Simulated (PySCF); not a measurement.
A structure optimised at PBE-D3(BJ)/def2-SVP, used in a PySCF frequency run:

```
Nb
O 1 1.8963
H 2 0.9737 1 131.55
O 1 1.8963 2 113.38 3 -127.81
H 4 0.9737 1 131.55 2 127.81
C 1 2.1518 2 106.75 3 114.93
H 6 1.1103 1 110.92 2 -59.13
H 6 1.1103 7 108.14 1 121.83
H 6 1.1127 7 108.97 8 118.31
S 1 2.1683 2 112.12 3 0.39
```

**Question.** Write its SMILES, formula and point group.

**Answer.** [CH3][Nb]([OH])([OH])=[S], CH5NbO2S, Cs

**Question.** What are its rotational constants (standard atomic weights)?

**Answer.** 2.7439, 1.9686, 1.9502 GHz
